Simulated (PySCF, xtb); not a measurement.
B(Br)(Et)(OH) (C2H6BBrO), SMILES CCB(O)Br. The values are those of a single conformer.

Harmonic wavenumbers (cm⁻¹) from GFN2-xTB run with xtb 6.7.1 at its own minimum, in rising order: 32, 151, 195, 299, 314, 484, 495, 640, 774, 845, 963, 1006, 1070, 1074, 1231, 1284, 1348, 1419, 1478, 1505, 1510, 2939, 2990, 3028, 3030, 3039, 3566.

Task: What does PySCF 2.14.0 with B3LYP-D3(BJ)/def2-SVP give at its own minimum? (The exact figures need the calculation; the answer reports its results.)

Result: 30, 162, 207, 320, 340, 499, 515, 626, 743, 870, 984, 1000, 1060, 1147, 1251, 1281, 1401, 1421, 1438, 1477, 1480, 3002, 3032, 3064, 3107, 3121, 3827. Paired by order, the mean absolute difference is 38 cm⁻¹ and the zero-point energies are 52.5 and 53.5 kcal/mol.
